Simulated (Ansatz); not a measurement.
Question: Name a neutral molecule of C, Si and H with LUMO energy (PBE0/def2-TZVPP) between -0.70 and -0.40 eV and size of the dipole moment (PBE/def2-TZVPP) between 0.10 and 0.40 D (Ansatz, PBE0-D4/def2-TZVP geometry).

Answer: `C=C1C[SiH2]1` (-0.58 eV, 0.24 D); `C=C1C[SiH]1[SiH3]` (-0.65 eV, 0.24 D). Other molecules can fit too; these were computed, each in one conformer that needn't be the lowest.
